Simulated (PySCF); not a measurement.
Compound: C6H7NO.
Atom-mapped SMILES: `[OH:1][NH:2][c:3]1[cH:4][cH:5][cH:6][cH:7][cH:8]1` (hydrogens: H9 on O1; H10 on N2; H11 on C4; H12 on C5; H13 on C6; H14 on C7; H15 on C8)

Computed with PySCF at CAM-B3LYP/def2-SVPD, non-relativistic, on one gas-phase PBE0-D3(BJ)/def2-SVP geometry that isn't relaxed in the solvent. The solvent is an IEF-PCM continuum (van der Waals radii × 1.2), and excitations are vertical TDDFT with non-equilibrium linear response and a frozen core. Specific hydrogen bonds and non-electrostatic terms are outside this model.

Gas-phase singlets (H = HOMO, L = LUMO):

| state | E (eV) | λ (nm) | f | leading configurations |
| --- | --- | --- | --- | --- |
| S1 | 4.980 | 249 | 0.029 | H→L 83%, H-1→L+1 9% |
| S2 | 5.565 | 223 | 0.111 | H→L+1 88% |
| S3 | 5.818 | 213 | 0.027 | H→L+2 78% |
| S4 | 6.245 | 199 | 0.002 | H→L+3 76% |
| S5 | 6.602 | 188 | 0.005 | H→L+4 81%, H→L+3 10% |

Task: Give the list for chloroform (ε = 4.711), n² = 2.09.

Result: 
```json
{"state": "S1", "E (eV)": "4.951", "λ (nm)": "250", "f": "0.047", "leading configurations": "H→L 86%, H-1→L+1 11%", "change by rank (eV)": "-0.029"}
{"state": "S2", "E (eV)": "5.532", "λ (nm)": "224", "f": "0.223", "leading configurations": "H→L+1 89%", "change by rank (eV)": "-0.033"}
{"state": "S3", "E (eV)": "5.974", "λ (nm)": "208", "f": "0.006", "leading configurations": "H→L+2 82%", "change by rank (eV)": "+0.156"}
{"state": "S4", "E (eV)": "6.462", "λ (nm)": "192", "f": "0.037", "leading configurations": "H→L+3 63%, H→L+4 15%", "change by rank (eV)": "+0.217"}
{"state": "S5", "E (eV)": "6.637", "λ (nm)": "187", "f": "0.279", "leading configurations": "H-1→L+1 49%, H→L+4 20%", "change by rank (eV)": "+0.035"}
```

Task: How does the list change in acetonitrile (ε = 35.69)?

Result: 
```
state  E (eV)  λ (nm)      f  leading configurations  change by rank (eV)
   S1   4.954     250  0.044    H→L 86%, H-1→L+1 11%               -0.026
   S2   5.548     223  0.218               H→L+1 88%               -0.017
   S3   6.031     206  0.004               H→L+2 82%               +0.213
   S4   6.527     190  0.072    H→L+3 63%, H-1→L 13%               +0.282
   S5   6.672     186  0.277  H-1→L+1 62%, H→L+4 11%               +0.070
```

Task: How do the frontier levels move from gas to acetonitrile?

Result: 
```
orbital  gas (eV)  solvent (eV)  change (eV)
 LUMO+2      1.35          1.56        +0.21
 LUMO+1      1.05          1.07        +0.02
   LUMO      0.84          0.79        -0.05
   HOMO     -7.35         -7.38        -0.03
 HOMO-1     -8.49         -8.59        -0.10
 HOMO-2    -10.12        -10.13        -0.01
 HOMO-3    -10.68        -10.58        +0.10
```

The HOMO–LUMO gap goes from 8.18 to 8.16 eV. Rows go by rank; for LUMO, LUMO+1 and LUMO+2 the atom shares or the degeneracy differ between the runs, so the row needn't follow one orbital.

The run took about 50 s of CPU time (one thread, shared machine). This is the whole response run at CAM-B3LYP/def2-SVPD in acetonitrile, SCF included.

Shape of the structure used: `[OH:1][NH:2][c:3]1[cH:4][cH:5][cH:6][cH:7][cH:8]1`: O1–N2–C3–C4 24°, H–O1–N2–C3 -117°.
